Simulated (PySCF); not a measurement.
Some computed properties have been withheld. Give your best values.

C5H5F2NO2.
Structure used (PBE0-D3(BJ)/def2-SVP), in Å, numbered top down from 1:
```xyz
15
C5H5F2NO2 angstrom
N      3.3731   -0.1840   -0.0155
C      2.2790   -0.2031   -0.3879
C      0.8975   -0.2062   -0.8868
C      0.1934    1.1111   -0.5589
O     -0.0646    1.1296    0.8215
C     -0.9356    0.1515    1.2400
F     -2.1941    0.6514    1.3758
C     -0.9986   -1.0392    0.2658
F     -1.9223   -0.7738   -0.7103
O      0.2248   -1.3089   -0.2951
H      0.9314   -0.3528   -1.9807
H     -0.7357    1.1940   -1.1448
H      0.8438    1.9635   -0.7919
H     -0.5930   -0.1890    2.2307
H     -1.3146   -1.9545    0.7877
```

```json
{"property": "point group", "level": "PBE0-D3(BJ)/def2-SVP", "value": "C1"}
{"property": "rotational constants A, B, C", "level": "PBE0-D3(BJ)/def2-SVP", "value": "2.662, 1.024, 0.884 GHz"}
{"property": "dipole moment", "level": "B3LYP/def2-SVPD", "value": "?"}
{"property": "HOMO energy", "level": "B3LYP/def2-SVPD", "value": "-8.86 eV"}
{"property": "LUMO energy", "level": "B3LYP/def2-SVPD", "value": "-0.48 eV"}
{"property": "lowest singlet excitation", "level": "TDDFT B3LYP/def2-SVPD", "value": "7.17 eV (173 nm, f = 0.006)"}
{"property": "strongest line among the 6 lowest singlet transitions", "level": "TDDFT B3LYP/def2-SVPD", "value": "S4 at 7.74 eV (160 nm, f = 0.014)"}
{"property": "static isotropic polarisability", "level": "B3LYP/def2-SVPD", "value": "?"}
{"property": "electronic spatial extent ⟨r²⟩ about the centre of nuclear charge", "level": "B3LYP/def2-SVPD", "value": "?"}
```

The electronic properties come from PySCF, for the isolated species, density fitting.

**Question.** What is the dipole moment?

**Answer.** 2.07 D.

**Question.** The electronic spatial extent ⟨r²⟩ about the centre of nuclear charge?

**Answer.** 1281 bohr².

**Question.** Give the static isotropic polarisability.

**Answer.** 69.3 au.

The largest Löwdin shares of the LUMO are 0.31 on N1, 0.27 on C2, 0.12 on C3 and 0.12 on O10. The dipole equals about 6.9 × 10⁻³⁰ C·m (1 D = 3.33564 × 10⁻³⁰ C·m). A dipole of 2.07 D is allowed in C1, and pure rotational transitions are dipole-allowed. With B = h/(8π²I), that is 505.379 GHz u Å² over I, the principal moments of inertia are 189.8, 493.5 and 571.5 u Å² (most abundant isotopes); the inertial defect Ic − Ia − Ib is -111.8 u Å² (zero for a rigid planar frame, negative otherwise). The polarisability is 10.27 Å³ as a volume (1 au = 0.148185 Å³), or 0.91 au for each of the 76 electrons.

One conformer stands for the species.
